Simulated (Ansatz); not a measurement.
Gas-phase electronic energies from Ansatz, PBE0-D4/def2-TZVP geometries. CCSD(T)/CBS adds triple-zeta CCSD(T) − MP2 to the extrapolated MP2 energy (def2 sets, frozen cores). This one scheme is used for every species. Triplets are unrestricted, without spin–orbit coupling. def2 core potentials past Kr. For In outer-core shells are correlated without core-valence functions, which leaves a few kJ/mol of doubt a bond. Each species was taken in one conformer, which may not be the lowest.

Reaction (formal loss of a carbene): `[OH][In]([F])[CH2]F` → `[CH2]` (triplet) + `[OH][In]([F])[F]`

`[OH][In]([F])[CH2]F`:

Cartesian coordinates in Å:
```
O 2.196 -1.051 0.505
In 0.391 -0.736 -0.214
F -0.103 -2.273 -1.311
C -1.080 0.844 -0.066
F -0.614 1.887 0.707
H 2.513 -0.334 1.059
H -1.312 1.216 -1.066
H -1.992 0.446 0.386
```

`[CH2]` (triplet):

Cartesian coordinates in Å:
```
C 0.019 -0.252 -0.111
H 0.978 0.235 -0.026
H -0.996 0.017 0.137
```

`[OH][In]([F])[F]`:

Z-matrix (Å, degrees):
```
In
O 1 1.954
F 1 1.935 2 121.1
F 1 1.922 2 123.4 3 -180.0
H 2 0.962 1 111.3 3 -0.0
```

```csv
species,CCSD(T)/CBS(def2) energy (Eh)
`[OH][In]([F])[CH2]F`,-504.45690
`[CH2]` (triplet),-39.09499
`[OH][In]([F])[F]`,-465.24461
```

Work out ΔE.

ΔE = (-39.09499) + (-465.24461) − (-504.45690) = 0.11730 Eh = +3.19 eV.

Largest T1 diagnostic among the species: 0.018.

The D4 term adds +0.07 eV with B3LYP and +0.04 eV with PBE0; it sums over pairs of atoms, weighted by their polarisabilities, and B3LYP, whose exchange is more repulsive, gets the larger term. From PBE to PBE0 (25 % exact exchange), in def2-TZVPP and without D4, ΔE moves by −0.13 eV.

B3LYP here is the variant with VWN-RPA as its local correlation; programs differ in this.
